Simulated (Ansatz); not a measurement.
`[SiH3]I` + `CBNC` → `CNB(C)[SiH3]` + HI  (formal exchange of groups at the Si–I bond)

Program: Ansatz. Geometries: PBE0-D4/def2-TZVP. ΔE: electronic, gas phase. CBS: MP2 limit from def2 TZ/QZ plus the TZ coupled-cluster correction, frozen cores. Functionals use def2-TZVPP. def2 core potentials past Kr. For I outer-core shells are correlated without core-valence functions, which leaves a few kJ/mol of doubt a bond. Each species was taken in one conformer, which may not be the lowest.

`[SiH3]I`:

```xyz
5

Si    0.001   -0.008   -0.206
I    -0.010    0.089    2.231
H    -1.365   -0.348   -0.668
H     0.965   -1.049   -0.630
H     0.408    1.317   -0.727
```

`CBNC`:

```xyz
12

C    -1.617   -1.145    0.255
B    -0.451   -0.129    0.522
N     0.487    0.185   -0.453
C     1.598    1.098   -0.329
H    -1.616   -1.574   -0.752
H    -2.588   -0.664    0.414
H    -1.578   -1.971    0.972
H    -0.331    0.416    1.589
H     0.415   -0.253   -1.359
H     1.598    1.522    0.675
H     2.557    0.593   -0.486
H     1.528    1.921   -1.048
```

`CNB(C)[SiH3]`:

Cartesian coordinates in Å:
```
C 0.117 -1.485 1.662
N -0.219 -1.016 0.336
B -0.007 0.238 -0.234
C 0.678 1.438 0.521
Si -0.638 0.468 -2.148
H 0.817 -2.325 1.620
H 0.582 -0.686 2.235
H -0.776 -1.815 2.203
H -0.667 -1.722 -0.227
H -0.007 2.292 0.561
H 1.548 1.791 -0.043
H 1.008 1.232 1.542
H -1.637 1.568 -2.285
H 0.484 0.799 -3.074
H -1.283 -0.778 -2.670
```

HI:

Z-matrix (Å, degrees):
```
I
H 1 1.610
```

```json
{"species": "`[SiH3]I`", "RPA@PBE/def2-TZVPP energy (Eh)": "-588.24289"}
{"species": "`CBNC`", "RPA@PBE/def2-TZVPP energy (Eh)": "-160.73923"}
{"species": "`CNB(C)[SiH3]`", "RPA@PBE/def2-TZVPP energy (Eh)": "-451.06862"}
{"species": "HI", "RPA@PBE/def2-TZVPP energy (Eh)": "-297.87860"}
```

Work out ΔE.

ΔE = (-451.06862) + (-297.87860) − (-588.24289) − (-160.73923) = 0.03490 Eh = +0.95 eV. CCSD(T)/CBS gives +1.08 eV.

What do rigid-rotor, harmonic-oscillator terms from PBE0-D4/def2-TZVP frequencies (298.15 K, 1 bar) make of the CCSD(T)/CBS value? (Estimate.)

Ansatz gave: ΔZPE = -0.11 eV, ΔH = +1.01 eV, ΔS = 4 J/(mol·K), ΔG = +1.00 eV.

Largest T1 diagnostic among the species: 0.013.

At CCSD(T), def2-SVP lies −0.17 eV from the extrapolated value and def2-TZVPP −0.09 eV. From PBE to PBE0 (25 % exact exchange), in def2-TZVPP and without D4, ΔE moves by +0.07 eV. Leaving LDA and LC-ωPBE aside and taking each functional with its dispersion term where it has one, the values, not all of them listed here, spread over 0.22 eV, from revPBE-D4 to BHLYP-D4. LDA lies −0.10 eV from PBE without D4.
